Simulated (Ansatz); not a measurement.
Calculated with Ansatz (gas phase, PBE0-D4/def2-TZVP geometries, no zero-point term in ΔE). CBS: MP2 limit from def2 TZ/QZ plus the TZ coupled-cluster correction, frozen cores. This one scheme is used for every species. DFT in def2-TZVPP. One conformer a species, not always the lowest.

Consider the formal hydrolysis of the Si–C bond: `F[Si](F)(F)CS` + H₂O → `O[Si](F)(F)F` + CH₃SH.

`F[Si](F)(F)CS`:

```xyz
9

F     0.827    1.057    1.815
Si   -0.414    0.469    1.047
F    -0.982   -0.727    1.898
F    -1.522    1.589    0.993
C     0.013   -0.045   -0.671
S     1.298   -1.320   -0.701
H    -0.905   -0.409   -1.139
H     0.341    0.849   -1.208
H     1.344   -1.463   -2.035
```

H₂O:

Cartesian coordinates in Å:
```
O -0.030 0.298 -0.249
H 0.005 -0.638 -0.459
H 0.026 0.340 0.708
```

`O[Si](F)(F)F`:

Z-matrix (Å, degrees):
```
Si
F 1 1.572
F 1 1.572 2 106.8
O 1 1.604 2 112.4 3 -123.7
F 1 1.565 2 108.8 3 117.2
H 4 0.958 1 120.4 2 60.3
```

CH₃SH:

Cartesian coordinates in Å:
```
C 0.105 -0.220 0.427
S -0.911 0.148 -1.020
H 1.052 -0.678 0.144
H -0.462 -0.935 1.022
H 0.281 0.671 1.029
H -0.066 1.013 -1.601
```

| level | ΔE (eV) |
| --- | --- |
| PBE-D4 | -1.05 |
| PBE | -1.11 |
| MP2/def2-TZVPP | -1.20 |
| HF/def2-QZVPP | -1.46 |

Problem. What does CCSD(T)/CBS give? (Estimate.)

Solution. The calculation gave: -1.17 eV. The listed levels differ from it by 0.12, 0.06, -0.03, -0.29 eV.

Largest T1 diagnostic among the species: 0.011.

The D4 term adds +0.09 eV with B3LYP and +0.05 eV with PBE0; it sums over pairs of atoms, weighted by their polarisabilities, and B3LYP, whose exchange is more repulsive, gets the larger term. From PBE to PBE0 (25 % exact exchange), in def2-TZVPP and without D4, ΔE moves by −0.06 eV. In def2-TZVPP, CCSD(T) changes the Hartree–Fock value by +0.25 eV (the triples alone add +0.03 eV) and MP2 by +0.24 eV.

B3LYP here is the variant with VWN-RPA as its local correlation; programs differ in this.
